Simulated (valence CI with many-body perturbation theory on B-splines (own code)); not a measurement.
**Sn XLIV: electric-dipole lines**

Method: configuration interaction combined with many-body perturbation theory (CI+MBPT): five valence electrons over a frozen Dirac-Fock core [He], a basis of 9 s, 9 p, 8 d, 6 f, 3 g, 1 h functions for each j, with the one-electron correlation potential Σ1 (screened to all orders), the two-electron term Σ2, the three-electron term Σ3, Breit, model QED; selected single and double excitations, second order for the rest (own B-spline code, finite nucleus).

No measured spectrum was set against this ion. As an estimate, large intervals hold to a few tenths of a per cent, small ones and those within an open d or f shell to about a per cent. Among the levels kept, up to 1400 cm⁻¹ of a level comes from second order outside the variational space, and about a tenth of that is noise between levels of different J, which matters for small intervals.

Lines 151 to 200 of 247 in falling wavelength, among levels below 36395 × 10³ cm⁻¹, chosen from the strongest by gf and those to the six lowest levels. Wavelengths and rates use the calculated energies. Electric multipoles are in the length gauge, E1 and E2 with the static RPA response of the core. Weak lines are less certain than strong ones. Lines between different terms over intervals too small for the method are left out, as are lines whose strength nearly cancels. The highest levels of a list are the least certain.

Levels are named by their leading jj configuration (3d3/2^4 stands for four electrons in 3d with j = 3/2), which in mixed levels can hold well under half, so a name can repeat and another be missing. Letters in brackets count levels of one name in rising energy.

| λ vac (nm) | Upper | Lower | A (s⁻¹) | S (a.u.) with core polarisation | S without |
| --- | --- | --- | --- | --- | --- |
| 0.3087 | (2s^2 2p3/2^2 3p1/2) J=3/2 | (2s 2p1/2^2 2p3/2^2) J=5/2 | 5.57e+10 | 3.24e-06 | 3.24e-06 |
| 0.3082 | (2s 2p1/2^2 2p3/2 3d5/2) J=5/2 | (2s 2p1/2^2 2p3/2^2) J=3/2 | 1.82e+13 | 1.58e-03 | 1.58e-03 |
| 0.3081 | (2s 2p1/2^2 2p3/2 3d5/2) J=3/2 | (2s 2p1/2^2 2p3/2^2) J=3/2 | 2.78e+13 | 1.60e-03 | 1.60e-03 |
| 0.3080 | (2s 2p1/2^2 2p3/2 3d5/2) J=3/2 | (2s 2p1/2^2 2p3/2^2) J=1/2 | 3.93e+13 | 2.26e-03 | 2.27e-03 |
| 0.3073 | (2s^2 2p1/2 2p3/2 3d3/2) J=3/2 [a] | (2s^2 2p1/2 2p3/2^2) J=1/2 | 9.04e+12 | 5.18e-04 | 5.18e-04 |
| 0.3070 | (2s^2 2p1/2 2p3/2 3d3/2) J=1/2 [a] | (2s^2 2p1/2 2p3/2^2) J=1/2 | 1.19e+13 | 3.39e-04 | 3.39e-04 |
| 0.3059 | (2s 2p1/2^2 2p3/2 3d3/2) J=5/2 | (2s 2p1/2^2 2p3/2^2) J=5/2 | 2.54e+13 | 2.15e-03 | 2.16e-03 |
| 0.3058 | (2s 2p1/2^2 2p3/2 3d3/2) J=3/2 | (2s 2p1/2^2 2p3/2^2) J=5/2 | 3.86e+13 | 2.18e-03 | 2.18e-03 |
| 0.3057 | (2s 2p1/2^2 2p3/2 3d3/2) J=7/2 | (2s 2p1/2^2 2p3/2^2) J=5/2 | 3.39e+12 | 3.82e-04 | 3.82e-04 |
| 0.3054 | (2s^2 2p1/2 2p3/2 3d3/2) J=3/2 [b] | (2s^2 2p1/2 2p3/2^2) J=1/2 | 9.31e+10 | 5.24e-06 | 5.24e-06 |
| 0.3052 | (2s^2 2p1/2 2p3/2 3d3/2) J=3/2 [a] | (2s^2 2p1/2 2p3/2^2) J=5/2 | 1.12e+13 | 6.29e-04 | 6.30e-04 |
| 0.3050 | (2s^2 2p1/2 2p3/2 3d3/2) J=5/2 [a] | (2s^2 2p1/2 2p3/2^2) J=5/2 | 9.88e+12 | 8.30e-04 | 8.31e-04 |
| 0.3049 | (2s^2 2p1/2 2p3/2 3d5/2) J=3/2 [a] | (2s^2 2p1/2 2p3/2^2) J=1/2 | 2.34e+13 | 1.31e-03 | 1.31e-03 |
| 0.3048 | (2s^2 2p1/2 2p3/2 3d3/2) J=1/2 [b] | (2s^2 2p1/2 2p3/2^2) J=1/2 | 4.00e+12 | 1.12e-04 | 1.12e-04 |
| 0.3045 | (2s 2p1/2^2 2p3/2 3p1/2) J=3/2 [a] | (2s^2 2p1/2 2p3/2^2) J=1/2 | 5.72e+12 | 3.19e-04 | 3.19e-04 |
| 0.3044 | (2s^2 2p3/2^2 3p3/2) J=5/2 | (2s 2p1/2^2 2p3/2^2) J=5/2 | 5.60e+12 | 4.68e-04 | 4.67e-04 |
| 0.3043 | (2s^2 2p3/2^2 3p3/2) J=7/2 | (2s 2p1/2^2 2p3/2^2) J=5/2 | 9.95e+11 | 1.11e-04 | 1.11e-04 |
| 0.3042 | (2s^2 2p1/2^2 3d3/2) J=3/2 | (2s^2 2p1/2^2 2p3/2) J=3/2 | 4.93e+13 | 2.74e-03 | 2.74e-03 |
| 0.3041 | (2s^2 2p1/2 2p3/2 3d3/2) J=7/2 | (2s^2 2p1/2 2p3/2^2) J=5/2 | 1.15e+12 | 1.28e-04 | 1.28e-04 |
| 0.3040 | (2s 2p1/2 2p3/2^2 3s) J=5/2 | (2s 2p1/2^2 2p3/2^2) J=5/2 | 5.16e+13 | 4.29e-03 | 4.29e-03 |
| 0.3038 | (2s^2 2p1/2 2p3/2 3d5/2) J=7/2 [a] | (2s^2 2p1/2 2p3/2^2) J=5/2 | 7.10e+12 | 7.86e-04 | 7.87e-04 |
| 0.3038 | (2s^2 2p1/2 2p3/2 3d3/2) J=3/2 [a] | (2s^2 2p1/2 2p3/2^2) J=3/2 | 1.36e+13 | 7.55e-04 | 7.56e-04 |
| 0.3037 | (2s^2 2p1/2 2p3/2 3d3/2) J=5/2 [b] | (2s^2 2p1/2 2p3/2^2) J=5/2 | 4.00e+11 | 3.32e-05 | 3.32e-05 |
| 0.3036 | (2s^2 2p1/2 2p3/2 3d3/2) J=5/2 [a] | (2s^2 2p1/2 2p3/2^2) J=3/2 | 1.13e+11 | 9.35e-06 | 9.36e-06 |
| 0.3035 | (2s^2 2p1/2 2p3/2 3d3/2) J=1/2 [a] | (2s^2 2p1/2 2p3/2^2) J=3/2 | 2.49e+13 | 6.88e-04 | 6.88e-04 |
| 0.3034 | (2s 2p1/2^2 2p3/2 3d5/2) J=5/2 | (2s 2p1/2^2 2p3/2^2) J=5/2 | 1.13e+14 | 9.37e-03 | 9.38e-03 |
| 0.3034 | (2s^2 2p1/2 2p3/2 3d3/2) J=3/2 [b] | (2s^2 2p1/2 2p3/2^2) J=5/2 | 1.08e+13 | 5.95e-04 | 5.95e-04 |
| 0.3033 | (2s 2p1/2^2 2p3/2 3d5/2) J=3/2 | (2s 2p1/2^2 2p3/2^2) J=5/2 | 3.45e+13 | 1.90e-03 | 1.90e-03 |
| 0.3033 | (2s^2 2p1/2 2p3/2 3d5/2) J=3/2 [b] | (2s^2 2p1/2 2p3/2^2) J=1/2 | 2.45e+14 | 1.35e-02 | 1.35e-02 |
| 0.3031 | (2s^2 2p1/2 2p3/2 3d5/2) J=1/2 | (2s^2 2p1/2 2p3/2^2) J=1/2 | 3.05e+14 | 8.40e-03 | 8.40e-03 |
| 0.3029 | (2s^2 2p1/2 2p3/2 3d5/2) J=3/2 [a] | (2s^2 2p1/2 2p3/2^2) J=5/2 | 2.19e+13 | 1.20e-03 | 1.20e-03 |
| 0.3028 | (2s^2 2p1/2 2p3/2 3d5/2) J=5/2 [a] | (2s^2 2p1/2 2p3/2^2) J=5/2 | 5.12e+13 | 4.21e-03 | 4.21e-03 |
| 0.3024 | (2s 2p1/2^2 2p3/2 3p1/2) J=3/2 [a] | (2s^2 2p1/2 2p3/2^2) J=5/2 | 1.76e+13 | 9.60e-04 | 9.61e-04 |
| 0.3023 | (2s^2 2p1/2 2p3/2 3d3/2) J=5/2 [b] | (2s^2 2p1/2 2p3/2^2) J=3/2 | 2.64e+13 | 2.16e-03 | 2.16e-03 |
| 0.3022 | (2s 2p1/2^2 2p3/2 3p1/2) J=5/2 | (2s^2 2p1/2 2p3/2^2) J=5/2 | 8.77e+13 | 7.17e-03 | 7.18e-03 |
| 0.3022 | (2s^2 2p1/2^2 3d5/2) J=5/2 | (2s^2 2p1/2^2 2p3/2) J=3/2 | 2.54e+14 | 2.07e-02 | 2.07e-02 |
| 0.3022 | (2s^2 2p3/2^2 3s) J=3/2 | (2s^2 2p1/2 2p3/2^2) J=1/2 | 2.93e+12 | 1.59e-04 | 1.60e-04 |
| 0.3020 | (2s^2 2p1/2 2p3/2 3d3/2) J=3/2 [b] | (2s^2 2p1/2 2p3/2^2) J=3/2 | 3.99e+13 | 2.17e-03 | 2.17e-03 |
| 0.3019 | (2s^2 2p1/2 2p3/2 3d5/2) J=5/2 [b] | (2s^2 2p1/2 2p3/2^2) J=5/2 | 9.08e+13 | 7.40e-03 | 7.40e-03 |
| 0.3017 | (2s^2 2p1/2 2p3/2 3s) J=3/2 [a] | (2s^2 2p1/2^2 2p3/2) J=3/2 | 6.10e+12 | 3.31e-04 | 3.30e-04 |
| 0.3015 | (2s^2 2p1/2 2p3/2 3d5/2) J=3/2 [a] | (2s^2 2p1/2 2p3/2^2) J=3/2 | 1.28e+14 | 6.94e-03 | 6.94e-03 |
| 0.3014 | (2s^2 2p1/2 2p3/2 3d5/2) J=7/2 [b] | (2s^2 2p1/2 2p3/2^2) J=5/2 | 4.16e+14 | 4.49e-02 | 4.50e-02 |
| 0.3014 | (2s^2 2p1/2 2p3/2 3d5/2) J=5/2 [a] | (2s^2 2p1/2 2p3/2^2) J=3/2 | 1.59e+14 | 1.29e-02 | 1.29e-02 |
| 0.3013 | (2s^2 2p1/2 2p3/2 3d3/2) J=1/2 [b] | (2s^2 2p1/2 2p3/2^2) J=3/2 | 2.90e+13 | 7.84e-04 | 7.85e-04 |
| 0.3013 | (2s^2 2p1/2 2p3/2 3d5/2) J=3/2 [b] | (2s^2 2p1/2 2p3/2^2) J=5/2 | 3.16e+13 | 1.71e-03 | 1.71e-03 |
| 0.3012 | (2s^2 2p1/2 2p3/2 3s) J=1/2 | (2s^2 2p1/2^2 2p3/2) J=3/2 | 8.48e+12 | 2.29e-04 | 2.28e-04 |
| 0.3010 | (2s 2p1/2^2 2p3/2 3p1/2) J=3/2 [a] | (2s^2 2p1/2 2p3/2^2) J=3/2 | 1.50e+13 | 8.08e-04 | 8.09e-04 |
| 0.3008 | (2s 2p1/2^2 2p3/2 3p1/2) J=5/2 | (2s^2 2p1/2 2p3/2^2) J=3/2 | 1.72e+12 | 1.39e-04 | 1.39e-04 |
| 0.3005 | (2s^2 2p1/2 2p3/2 3s) J=5/2 | (2s^2 2p1/2^2 2p3/2) J=3/2 | 3.07e+11 | 2.47e-05 | 2.41e-05 |
| 0.3005 | (2s^2 2p3/2^2 3s) J=5/2 | (2s^2 2p1/2 2p3/2^2) J=5/2 | 1.57e+12 | 1.26e-04 | 1.27e-04 |
